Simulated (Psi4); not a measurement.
Input for Psi4:
```
memory 2 GB

molecule {
0 3
  F    -1.06630000   -0.74440000   -0.06750000
  C    -0.00230000    0.07460000    0.00820000
  F     1.10940000   -0.67610000   -0.08880000
  H    -0.00830000    0.57280000    0.98710000
  H    -0.03250000    0.77310000   -0.83900000
}

set basis def2-sv(p)
set reference uhf

energy('ccsd(t)')
print_variables()
```

**Question.** What does this run give for the SCF-reference <S^2>, MP2 correlation energy, coupled-cluster correlation energy (without the perturbative part), number of basis functions, nuclear repulsion energy?

**Answer.** 
```yaml
SCF-reference <S^2>: 2.015
MP2 correlation energy: -0.5303 Eh
coupled-cluster correlation energy (without the perturbative part): -0.5391 Eh
number_of_basis_functions: 46
nuclear_repulsion_energy: 77.8198 Eh
```

These values belong to the state on which the SCF converged, which isn't shown to be the lowest.
